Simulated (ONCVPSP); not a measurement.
# Before and after: ONCV potential for lutetium

lutetium (Lu), optimised norm-conserving Vanderbilt (ONCV), made with ONCVPSP 4.0.1 (PBE, scalar-relativistic). Core [Kr] 4d10, reference 4f13.5 5s2 5p6 5d1.5 6s2. Waves: 5s+6s: rc 2.15 bohr, ncon 4, nbas 9, qcut 7.4 1/bohr, 2 projectors; 5p: rc 2.30 bohr, ncon 3, nbas 6, qcut 5.2 1/bohr, 2 projectors, debl 2.8 Ha; 5d: rc 2.50 bohr, ncon 4, nbas 9, qcut 7.3 1/bohr, 1 projector; 4f: rc 0.65 bohr, ncon 4, nbas 9, qcut 29.4 1/bohr, local. Local part: the f channel. Core correction: Teter function, fcfact 1.75, rcfact 1.05.

Change: all radii but the core radius scaled by about 0.77 (s 1.66, p 1.78, d 1.94, f 0.50 bohr).

Cutoffs: the cutoffs (Ha) at which the residual kinetic energy of the hardest occupied pseudo-wave falls to 1 and 0.1 mHa per electron; they do not see the model core or the augmentation charge, which bear on the density cutoff. Errors are all-electron minus pseudo energies relative to the spin-unpolarised reference configuration.

Q: Predict the effect on cutoff, ghosts and configuration errors.

A: The potential gets harder (324 Ha and 361 Ha → 392 Ha and 530 Ha); both files keep a bound ghost (d, p, s); of the 4 tests that both files solve, the error grows in 4 and shrinks in 0 by more than 15 % and 0.3 meV (median size 32.0 → 72.7 meV). A smaller radius makes the pseudo-wave follow the all-electron one further in, where it bends more sharply, so more plane waves are needed. That the errors move this way runs against the usual rule that smaller radii transfer better.

```csv
quantity,base,changed
"cutoff, loose",324 Ha,392 Ha
"cutoff, tight",361 Ha,530 Ha
loose cutoff by channel,"s 14 Ha, p 9.4 Ha, d 12 Ha, f 324 Ha","s 20 Ha, p 9.1 Ha, d 12 Ha, f 392 Ha"
bound ghosts,"s, p, d","s, p, d"
GHOST(+) flags under 300 eV,none,none
"largest miss of a reference level, eV",0.01,0.06
"error for 4f14 5s2 5p6 5d1 6s2, meV [ΔE -4.70 eV]",-46,-75
"error for 4f14 5s2 5p6 5d1 6s1, meV [ΔE 2.67 eV]",-36,-72
"error for 4f14 5s2 5p6 5d1 6s0, meV [ΔE 15.95 eV]",-27,-73
"error for 4f14 5s2 5p6 5d2 6s1, meV [ΔE -1.69 eV]",-24,-60
"rms error of d²Exc/dni dnj with the model core, mHa",3.97,3.67
```

 A true bound ghost makes a file unfit for plane-wave use even where its test errors are small: the radial tests pick states by their node count and pass the ghost by.
